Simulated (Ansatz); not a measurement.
C2H6FNSi can be A, `C=N[SiH](C)F`, or B, `CN1[SiH2]C1F`.

Calculated with Ansatz (gas phase, PBE0-D4/def2-TZVP geometries, no zero-point term in ΔE). CCSD(T)/CBS is the MP2 limit (def2-TZVPP, def2-QZVPP) plus CCSD(T) − MP2 in def2-TZVPP, frozen cores. Functionals use def2-TZVPP. B3LYP here is the variant with VWN-RPA as its local correlation; programs differ in this. Each species was taken in one conformer, which may not be the lowest.

Problem. Which isomer does CCSD(T)/CBS put lower? Give the gap. (An estimate is asked.)

Solution. Computed: A, by 348.3 kJ/mol.

Problem. Give E(B) − E(A) in kJ/mol with PBE-D4, ωB97M-V, PBE0-D4, CCSD/def2-TZVPP, B2PLYP, B3LYP-D4, MP2/def2-TZVPP. (Estimate.)

Solution. The calculation gave: PBE-D4 305.2, ωB97M-V 336.0, PBE0-D4 314.3, CCSD/def2-TZVPP 350.3, B2PLYP 346.1, B3LYP-D4 338.9, MP2/def2-TZVPP 348.0. None reverses the order clearly.

Largest T1 diagnostic: 0.013.

In def2-TZVPP, CCSD(T) changes the Hartree–Fock value by −30.5 kJ/mol (the triples alone add −3.6 kJ/mol) and MP2 by −29.1 kJ/mol. From PBE to PBE0 (25 % exact exchange), in def2-TZVPP and without D4, E(B) − E(A) moves by +9.1 kJ/mol.
